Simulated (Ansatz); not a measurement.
A structure relaxed at r2SCAN-D4/def2-SVP in Ansatz, charge 0, triplet:

Cartesian coordinates in Å:
```
V -0.192 0.172 -0.163
F 1.345 0.940 -0.768
F -1.168 -1.053 0.858
F -1.444 0.831 -1.270
O 1.256 -0.599 1.307
H 2.057 -0.926 0.874
H 0.758 -1.364 1.640
O -0.323 2.000 0.912
H -1.006 2.462 0.396
H 0.522 2.328 0.546
O -0.204 -1.572 -1.409
H -0.755 -1.250 -2.143
H -0.846 -1.971 -0.782
```

Problem. Give its formula, name or SMILES.

Solution. mer-VF3(H2O)3 (VO₃F₃H₆).

Problem. Summarise the bond lengths by kind (pairs closer than 1.2 times the sum of covalent radii, bridged metal pairs left out).

Solution. 3 × F–V 1.80 to 1.87 Å; 3 × O–V 2.12 to 2.20 Å; 6 × H–O 0.97 to 0.98 Å. The metal has 6 neighbours: F 1.82 Å, F 1.87 Å, F 1.80 Å, O 2.20 Å, O 2.12 Å, O 2.14 Å.
